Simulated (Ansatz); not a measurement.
Computed with Ansatz on PBE0-D4/def2-TZVP structures; ΔE is electronic, products minus reactants. CCSD(T)/CBS is the MP2 limit (def2-TZVPP, def2-QZVPP) plus CCSD(T) − MP2 in def2-TZVPP, frozen cores. This one scheme is used for every species. Functionals use def2-TZVPP. Each species was taken in one conformer, which may not be the lowest.

`CCCCCCCCCCC` + H₂O → `CCCCCCCO` + `CCCC`  (formal hydrolysis of a C–C bond)

```
      species  PBE0-D4 energy (Eh)
`CCCCCCCCCCC`           -433.28167
          H₂O            -76.38097
   `CCCCCCCO`           -351.33052
       `CCCC`           -158.31646
```

Q: Work out ΔE.

A: ΔE = (-351.33052) + (-158.31646) − (-433.28167) − (-76.38097) = 0.01566 Eh = +0.43 eV. CCSD(T)/CBS gives +0.51 eV.

Largest T1 diagnostic among the species: 0.009.

In def2-TZVPP, CCSD(T) changes the Hartree–Fock value by +0.27 eV (the triples alone add +0.03 eV) and MP2 by +0.35 eV. From BLYP to BHLYP (50 % exact exchange), in def2-TZVPP and without D4, ΔE moves by +0.09 eV.
